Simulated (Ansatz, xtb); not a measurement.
## Isomers of CH6GaSi in order of energy

7 gas-phase structures of CH6GaSi, found in a search over its isomers (lower ones may exist). Each was relaxed with GFN2-xTB; where two conformers were screened, the lower at r2SCAN-D4/def2-SVP//GFN2-xTB is listed:

A. a doublet given by its coordinates
B. `[CH2][GaH][SiH3]`, a doublet
C. `[SiH3][CH][GaH2]`, a doublet
D. `[CH2][SiH2][GaH2]`, a doublet
E. `C[SiH][GaH2]`, a doublet
F. `[CH3][GaH][SiH2]`, a doublet
G. a doublet given by its coordinates

A (Å):

```
atom    x (Å)    y (Å)   z (Å)
   C  -1.2005   1.5876  1.9239
  Ga  -0.3282   0.4856  0.3180
  Si   1.8215  -0.7828  1.1800
   H  -1.4538   0.9077  2.7474
   H  -2.1092   2.1470  1.6757
   H  -0.4742   2.3088  2.3200
   H   2.4609  -1.5785  0.1125
   H   1.4913  -1.7393  2.2538
   H   2.8805   0.0884  1.7224
```

Close contacts (Å): C1–Ga2 2.13, Ga2–Si3 2.64, C1–H4 1.10, C1–H5 1.10, C1–H6 1.10, Si3–H7 1.48, Si3–H8 1.48, Si3–H9 1.47.

G (Å):

```yaml
atoms:
  - { symbol: C, position_ang: [-0.1898, 0.1867, 0.9358] }
  - { symbol: Ga, position_ang: [-0.2510, -2.9899, 0.2107] }
  - { symbol: Si, position_ang: [0.7161, -0.5942, -0.5642] }
  - { symbol: H, position_ang: [0.0497, -0.3658, 1.8466] }
  - { symbol: H, position_ang: [-1.2701, 0.1417, 0.7970] }
  - { symbol: H, position_ang: [0.0851, 1.2254, 1.0933] }
  - { symbol: H, position_ang: [0.6246, 0.3807, -1.6748] }
  - { symbol: H, position_ang: [2.1612, -0.6558, -0.2177] }
  - { symbol: H, position_ang: [-1.7909, -3.8260, -0.5807] }
```

Close contacts (Å): C1–Si3 1.92, Ga2–Si3 2.70, C1–H4 1.09, C1–H5 1.09, C1–H6 1.09, Ga2–H9 1.92, Si3–H7 1.48, Si3–H8 1.49.

Q: Which do you expect lowest at r2SCAN-D4/def2-SVP//GFN2-xTB, and how would the others follow?

A: Calculated order at r2SCAN-D4/def2-SVP//GFN2-xTB: A (0.0), F (4.2), E (7.8), G (12.8), B (18.0), C (19.4), D (19.7) kcal/mol. Less than 1 kcal/mol parts C and D, so the order within that pair means little.

Energies above the lowest of each column, in kcal/mol; the last columns are at r2SCAN-D4/def2-SVP geometries and were run for some of them only (a dash: not run or not comparable):

```
structure  GFN2-xTB  HF/STO-3G  r2SCAN-D4/def2-SVP//GFN2-xTB  r2SCAN-D4/def2-SVP  CCSD(T)/def2-SVP + ΔMP2/def2-TZVPP
        A       2.8        0.0                           0.0                 0.5                                 0.0
        F       8.0       11.9                           4.2                 3.0                                 3.6
        E       9.2       13.3                           7.8                 1.7                                 3.7
        G       0.0       38.7                          12.8                 0.0                                 0.2
        B      34.0        8.2                          18.0                   –                                   –
        C      35.4       17.6                          19.4                   –                                   –
        D      31.3       20.9                          19.7                   –                                   –
```

CCSD(T)/def2-SVP + ΔMP2/def2-TZVPP has A and G within 1 kcal/mol of each other at the bottom, and every level picks one of them. CCSD(T)/def2-SVP + ΔMP2/def2-TZVPP orders those it was run on as A (0.0), G (0.2), F (3.6), E (3.7) kcal/mol. Less than 1 kcal/mol parts A and G; F and E, so the order within those pairs means little. Some further structures that were screened fall inside this span and aren't listed. Flexible structures stand in one conformer each, not always the lowest. Frequencies (r2SCAN-D4/def2-SVP) were run for A, E, F, G alone. Open shells are spin-unrestricted, some with notable spin contamination. ΔMP2 is the change of the MP2 energy from the smaller to the larger basis.

Over these structures GFN2-xTB departs from r2SCAN-D4/def2-SVP//GFN2-xTB by 7.7 kcal/mol on average once a common shift is removed. A GFN2-xTB relaxation took about 0.095 s and the r2SCAN-D4/def2-SVP//GFN2-xTB energy about 1.5 s on a shared host (Ansatz 0.2.0, xtb 6.7.1).
